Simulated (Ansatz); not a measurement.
CH$_{7}$FOSi$_{2}$, SMILES `FC[SiH2]O[SiH3]`, relaxed with RKS PBE-D4/def2-SVP in Ansatz from a rough embedded geometry. The force threshold is 0.03 eV/Å; the program also tests the step.

Total charge 0; spin multiplicity 1.

Start:

```xyz
12

F     0.702    0.503   -1.885
C     1.538    0.708   -0.795
Si    1.027   -0.452    0.536
O    -0.617   -0.243    1.088
Si   -2.080   -0.243    0.330
H     2.590    0.549   -1.072
H     1.412    1.768   -0.479
H     1.201   -1.838    0.188
H     1.846   -0.177    1.740
H    -2.214    1.012   -0.522
H    -2.277   -1.423   -0.525
H    -3.128   -0.165    1.395
```

Task: By how much does the energy fall, and how many steps does the optimiser take? (Best estimate.)

Result: Ansatz gave: 24.96 kJ/mol, in 8 steps.

Task: Which bonds change most? (Estimate.)

Result: Computed: Si3–O4 from 1.747 to 1.672 Å; C2–Si3 from 1.838 to 1.907 Å; Si3–H8 from 1.440 to 1.504 Å; O4–Si5 from 1.647 to 1.683 Å.

Task: Give the relaxed structure. (Best estimate.)

Result: Computed: 
```xyz
12

F     0.476    0.333   -1.793
C     1.421    0.649   -0.804
Si    1.058   -0.479    0.691
O    -0.554   -0.293    1.091
Si   -2.014   -0.145    0.268
H     2.446    0.504   -1.217
H     1.317    1.726   -0.540
H     1.336   -1.906    0.308
H     1.903   -0.078    1.866
H    -2.144    1.217   -0.355
H    -2.135   -1.202   -0.795
H    -3.109   -0.325    1.280
```
